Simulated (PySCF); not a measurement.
## Bond curve of CSe⁺

Set-up: C aug-cc-pVDZ, Se aug-cc-pVDZ-PP with ECP10; scalar-relativistic core potentials (PySCF 2.14). Energies in eV from C + Se⁺ in their ground configurations at the same level. State: ²Σ⁺ (doublet), unpaired electrons σ ↑.

Curves on a restricted Hartree–Fock reference rise too fast on stretching and do not dissociate correctly.

```tsv
R (Å)	revPBE	ROHF-SCS-MP2
1.408	-2.810	-2.006
1.473	-3.986	-3.197
1.539	-4.662	-3.888
1.588	-4.926	-4.161
1.637	-5.032	-4.276
1.686	-5.016	-4.266
1.752	-4.859	-4.107
1.833	-4.517	-3.731
1.932	-3.996	-3.092
2.063	-3.262	-2.020
```

Problem. Put a parabola through the three lowest points of the revPBE curve and estimate Re, k and ωe (reduced mass 10.43 u; 1 eV/Å² = 0.16022 mdyn/Å; ωe = 1302.8·√(k/μ) cm⁻¹).

Solution. Through R = 1.588, 1.637, 1.686 Å the second-order coefficient is 25.4 eV/Å², so Re ≈ 1.655 Å, k ≈ 8.14 mdyn/Å and ωe ≈ 1151 cm⁻¹. A polynomial fit of higher order to the unrounded revPBE energies gives Re = 1.654 Å, k = 7.26 mdyn/Å, ωe = 1087 cm⁻¹; anharmonicity and rounding make the difference.

The higher-order fit for each curve: revPBE: Re = 1.654 Å, ωe = 1087 cm⁻¹, De = 5.04 eV; ROHF-SCS-MP2: Re = 1.657 Å, ωe = 1098 cm⁻¹, De = 4.29 eV.

Correlated steps freeze 5 core orbitals. Correlated levels converge slowly with the basis: in double zeta they bind strong bonds too weakly, by up to about 1 eV, and carry superposition errors of some tenths. ⟨S²⟩ of the unrestricted solution departs from its pure value on part of the curve, where spin states mix. Spin–orbit coupling is left out. For an ion De counts to the pair picked by the measured ionisation energies or electron affinities, which need not be the lowest pair at this level. The state is the lowest determinant that a PBE0 search found; another state may lie lower at other levels.
